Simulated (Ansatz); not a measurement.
Ga5F, relaxed as a singlet with RKS PBE-D4/def2-SVP in Ansatz, starting from the GFN1-xTB geometry. Force threshold 0.02 eV/Å.

The structure comes from a short search, and lower isomers may exist.

Start:

```xyz
6

Ga    1.4347    0.5022   -0.2731
Ga    1.6724   -2.0707   -0.4470
Ga   -0.2485    0.3035    1.5409
Ga   -1.8574    1.5642   -0.2283
Ga   -0.0115   -2.3212    1.2869
F    -0.9896    2.0220   -1.8795
```

```tsv
step	energy (eV)	largest force component (eV/Å)	SCF passes
1	-264531.4728	1.186	48
2	-264531.8218	0.643	31
3	-264532.0632	0.398	31
4	-264532.1647	0.364	29
5	-264532.2706	0.301	29
6	-264532.3948	0.232	28
7	-264532.4735	0.103	28
8	-264532.5057	0.121	27
9	-264532.5346	0.185	28
10	-264532.5781	0.169	27
11	-264532.6377	0.186	28
12	-264532.7041	0.126	28
13	-264532.7066	0.617	27
14	-264532.7180	0.402	23
15	-264532.7233	0.216	24
16	-264532.7417	0.061	23
17 (rejected)	-264532.7416	0.082	23
18	-264532.7428	0.013	21
```

Force components are those of the run's own axes.

End:

```xyz
6

Ga    1.5377    1.2738   -0.0089
Ga    1.0831   -1.0579   -1.1520
Ga   -0.0615    0.5322    2.2054
Ga   -1.1881    0.8766    0.0086
Ga   -0.6933   -1.7537    0.6697
F    -0.6780    0.1290   -1.7228
```

Bonds formed: Ga1–Ga4, Ga4–Ga5 (atoms count from 1). The end is the same structure that another start reached, the lowest one found.

No frequencies were taken in this run, so the end may be a saddle point.

Run time 40 s (4 threads of Arm Neoverse V2 on a shared host).
